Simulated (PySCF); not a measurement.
# Ionisation energy of Cr²¹⁺ by level of theory

Cr²¹⁺ [He] 2s1 (2S) → Cr²²⁺ 1s2 (1S), as a difference of total energies. Computed with PySCF 2.14 in an even-tempered Gaussian basis (19 s from 4.6 bohr⁻², ratio 2.2; 8 p from 7.2 bohr⁻², ratio 2.4; 6 d from 22 bohr⁻², ratio 2.4; 5 f from 33 bohr⁻², ratio 2.4; 4 g from 49 bohr⁻², ratio 2.4), with scalar relativity by spin-free X2C-1e. Correlated levels: nothing frozen; virtual orbitals above 40 to 60 times the deepest correlated orbital energy dropped. The calculations carry no spin-orbit coupling.

```
                 method  ionisation energy (eV)
                    UHF                  1721.6
                    LDA                  1719.3
                    PBE                  1723.7
                   PBE0                  1723.2
                 r2SCAN                  1720.5
                  M06-L                  1718.4
                   BP86                  1723.1
    MP2 (all electrons)                  1721.8
SCS-MP2 (all electrons)                  1721.7
```

For comparison: 1721.2 eV (theoretical estimate listed by NIST; NIST Atomic Spectra Database, ionization energies).
